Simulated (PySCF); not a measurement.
C4H7Cl, SMILES C1C(C)(C1)Cl.

The structure is a stationary point at PBE0-D3(BJ)/def2-SVP.

The numbers are results of TDDFT-B3LYP/def2-SVPD (PySCF), not measurements.

Vertical excitations. Gas-phase values at a fixed geometry. State labels are in the subgroup Cs.

Q: Give excitation energies, oscillator strengths and character. (Estimate from the structure and the level; the computed values follow.)

A: 
```tsv
state	symmetry	energy (eV)	λ (nm)	f	main pairs
S1	A"	6.51	190	0.001	HOMO→LUMO 89 %
S2	A'	7.08	175	0.005	HOMO−1→LUMO 87 %
S3	A"	7.09	175	0.042	HOMO→LUMO+1 89 %
S4	A'	7.66	162	0.039	HOMO−1→LUMO+1 85 %
S5	A'	7.83	158	0.000	HOMO→LUMO+2 96 %
S6	A"	7.94	156	0.000	HOMO→LUMO+3 98 %
S7	A"	8.12	153	0.012	HOMO→LUMO+4 94 %
S8	A'	8.19	151	0.032	HOMO−2→LUMO 85 %
S9	A"	8.40	148	0.026	HOMO−1→LUMO+2 96 %
S10	A"	8.43	147	0.005	HOMO−3→LUMO 78 %, HOMO−3→LUMO+1 12 %
T1	A"	5.96	208	0	HOMO→LUMO 82 %, HOMO→LUMO+1 14 %
T2	A'	6.53	190	0	HOMO−1→LUMO 79 %, HOMO−1→LUMO+1 14 %
T3	A"	7.00	177	0	HOMO→LUMO+1 83 %, HOMO→LUMO 15 %
T4	A'	7.55	164	0	HOMO−1→LUMO+1 75 %, HOMO−1→LUMO 16 %
```
Triplets are in the Tamm–Dancoff approximation, which puts them higher than full response would, so one can lie above its singlet here.
